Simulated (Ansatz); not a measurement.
One geometry of the cluster Na2Te⁺, several levels of theory.

```yaml
crystal:
  periodic: [false, false, false]
  atoms:
    - {symbol: Na, position_ang: [-2.055286, -1.935601, -2.250039]}
    - {symbol: Na, position_ang: [2.065232, 1.936226, 2.240370]}
    - {symbol: Te, position_ang: [-0.009956, -0.000625, 0.009670]}
basis:
  gaussian: {orbitals: def2-TZVP, initial_orbitals: start.molden}
total_charge: 1
magnetization: {spin_polarized: true, initial_magnetization: 3}
hamiltonian: {xc: {name: wB97M-V}}
scf: {omitted_lower_state_checks: [starts]}
output: {orbitals: {seedname: orbitals}}
```

The file start.molden holds the orbitals of an earlier run on this structure, at another level or in another basis.

```sh
$ ansatz run in.yaml --threads 4 --pin off --events-out ev --progress --plain --max-ram 3916MiB
```

It prints (some lines left out):

```
Functional definition: wB97M-V
965 factors; their error is unknown
332 factors; integrals over basis functions are off by at most 2.3e-5 eV
mean field evaluation 1: about -16117.5705 eV, gradient 5.2e0 eV
mean field evaluation 2: about -16117.6257 eV, gradient 1.1e-1 eV
mean field evaluation 4: about -16117.7064 eV, gradient 3.0e-3 eV
mean field evaluation 8: about -16117.7064 eV, gradient 1.6e-5 eV
mean field -16117.70638246 eV, -592.3147845818 hartree, gradient 1.6e-5 eV, S^2 3.754381; 0 other end points of the search recorded, 0 dependent functions left out
reference -16117.70644934 eV, -592.3147870396 hartree; 24, 21 occupied and 90, 93 virtual orbitals, 965 factors
Total energy: -16117.70644934 eV, -592.3147870396 hartree
Checks for a lower state left out: starts
```

Hardware: 4 threads of Arm Neoverse V2 on a shared host. Wall time 16 s, peak host memory 0.66 GiB.

First input, but with `hamiltonian: {xc: pbe}`, `correlation: {method: rpa}` and without the key `output` (abridged; 2.6 s):

```
Functional definition: PBE
mean field -16113.04483990 eV, -592.1434760522 hartree, gradient 1.6e-6 eV, S^2 3.752473
6 core orbitals not correlated: weight in the atoms' cores, before any rotation towards them, 1.000 or more for the frozen orbitals, at most 0.000 for the correlated occupied ones
Total energy: -16097.30821920 eV, -591.5651659082 hartree
Checks for a lower state left out: starts
```

The first input with `hamiltonian: {xc: pbe0, dispersion: d4}` and without the key `scf` (abridged; 6.5 s):

```
Functional definition: PBE0
mean field evaluation 16: about -16114.3145 eV, gradient 3.8e-2 eV
mean field evaluation 32: about -16113.8062 eV, gradient 8.0e-6 eV
mean field -16114.31452587 eV, -592.1901361511 hartree, gradient 1.9e-5 eV, S^2 3.753856; 5 other end points of the search recorded, 0 dependent functions left out
Total energy: -16114.42829944 eV, -592.1943172525 hartree
```

The first input with `hamiltonian: {xc: hse06, dispersion: d4}` (abridged; 2.3 s):

```
Functional definition: HSE06
mean field -16114.05363471 eV, -592.1805485776 hartree, gradient 1.0e-5 eV, S^2 3.753736
Total energy: -16114.16639984 eV, -592.1846926197 hartree
Checks for a lower state left out: starts
```

As the first input, with `hamiltonian: {xc: pbe, dispersion: d4}` (abridged; 1.6 s):

```
Functional definition: PBE
mean field -16113.04484413 eV, -592.1434762076 hartree, gradient 2.8e-5 eV, S^2 3.752473
Total energy: -16113.17335672 eV, -592.1481989582 hartree
Checks for a lower state left out: starts
```

The first input with `gaussian: {orbitals: def2-TZVPP, initial_orbitals: start.molden}`, `correlation: {method: ccsd_t}`, `scf: {omitted_lower_state_checks: [starts, cluster_reference]}` and without the key `hamiltonian` (abridged; 20 s):

```
Functional definition: HF
mean field -16069.52916496 eV, -590.5443044943 hartree, gradient 4.3e-6 eV, S^2 3.766355
6 core orbitals not correlated: weight in the atoms' cores, before any rotation towards them, 1.000 or more for the frozen orbitals, at most 0.000 for the correlated occupied ones
second order -20.21646512 eV of doubles, -0.00000000 eV of singles
cycle   1  -19.70109253 eV  change   -4.1e-2 eV  update   7.2e-2
cycle   2  -20.05379047 eV  change   -3.5e-1 eV  update   2.5e-2
cycle   3  -20.07100198 eV  change   -1.7e-2 eV  update   1.2e-2
cycle   4  -20.06402563 eV  change    7.0e-3 eV  update   5.2e-3
cycle   5  -20.06734569 eV  change   -3.3e-3 eV  update   1.9e-3
cycle   6  -20.06657010 eV  change    7.8e-4 eV  update   6.3e-4
cycle   7  -20.06653231 eV  change    3.8e-5 eV  update   2.3e-4
cycle   8  -20.06662335 eV  change   -9.1e-5 eV  update   8.9e-5
cycle   9  -20.06658599 eV  change    3.7e-5 eV  update   3.3e-5
cycle  10  -20.06659612 eV  change   -1.0e-5 eV  update   1.1e-5
cycle  11  -20.06658751 eV  change    8.6e-6 eV  update   4.3e-6
perturbative correction -0.32463231 eV, -0.0119300173 hartree
WARN: these amplitudes may be one of several solutions (largest doubles amplitude 0.04, level shift 2.12 eV)
Total energy: -16089.92038478 eV, -591.2936680008 hartree
Checks for a lower state left out: starts, cluster_reference
```

The first input with `correlation: {method: mp2}` and without the key `hamiltonian` (abridged; 1.1 s):

```
Functional definition: HF
mean field -16069.52916496 eV, -590.5443044943 hartree, gradient 4.3e-6 eV, S^2 3.766355
6 core orbitals not correlated: weight in the atoms' cores, before any rotation towards them, 1.000 or more for the frozen orbitals, at most 0.000 for the correlated occupied ones
second order -20.21646512 eV of doubles, -0.00000000 eV of singles
Total energy: -16089.74563009 eV, -591.2872458843 hartree
Checks for a lower state left out: starts
```

Geometry: r2SCAN-D4/def2-TZVP.

In the def2 sets Te takes a core potential; there is no spin–orbit coupling. HSE06 is defined as in plane-wave codes, on full-range PBE exchange. Correlated methods freeze 6 core orbitals; core or outer-core shells of Na, Te are correlated, in sets that lack core-valence functions. At CCSD(T)/def2-TZVPP the program marks the result for the charge 1 quartet as doubtful (other roots). At PBE0-D4/def2-TZVP a doublet of charge 1 lies 2.82 eV below the quartet, each at its own geometry. The structure comes from a short search, and lower isomers may exist.
